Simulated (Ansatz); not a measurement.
A structure relaxed at PBE0-D4/def2-TZVP, charge 0, multiplicity 1:

Cartesian coordinates in Å:
```
O -0.804 -1.241 0.533
In -0.047 0.442 -0.122
F -1.291 1.905 -0.305
Br 2.283 0.829 -0.711
H -0.141 -1.934 0.605
```

(1) Give its formula and SMILES.

(2) Point group (tolerance 0.08 Å, 0.16 Å for H)?

(3) Summarise the bond lengths by kind.

Results:

(1) BrFHInO, `[OH][In]([F])[Br]`.

(2) Cs.

(3) 1 × In–O 1.959 Å; 1 × H–O 0.962 Å; 1 × F–In 1.929 Å; 1 × Br–In 2.434 Å.

Computed with Ansatz.
